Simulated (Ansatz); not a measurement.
The cluster SnO₂, relaxed as a singlet with RKS B3LYP-D4/def2-TZVP in Ansatz, starting from the GFN1-xTB geometry. Force threshold 0.02 eV/Å.

In the def2 sets Sn takes a core potential; there is no spin–orbit coupling. The structure comes from a short search, and lower isomers may exist.

Start:

Cartesian coordinates in Å:
```
Sn 0.3177 0.8390 -0.5316
O 0.4708 -1.3318 -0.7977
O -0.7886 0.4928 1.3293
```

```csv
step,energy (eV),largest force component (eV/Å),SCF passes
1,-9923.3896,5.908,25
2,-9925.0219,4.533,28
3,-9925.9318,3.381,31
4,-9926.3512,3.114,28
5,-9926.9365,0.701,29
6,-9927.1042,0.222,27
7,-9927.1152,0.040,22
8,-9927.1152,0.000,24
```

Force components are those of the run's own axes.

End:

Cartesian coordinates in Å:
```
Sn 0.000 0.000 0.000
O 0.743 -1.077 -1.256
O -0.743 1.077 1.256
```

By distances, no bond broke or formed. The bond that changes most is Sn1–O3, from 2.19 to 1.81 Å (atoms count from 1).

No frequencies were taken in this run, so the end may be a saddle point.

Hardware: 2 threads of Arm Neoverse V2 on a shared host. Wall time 8 s.
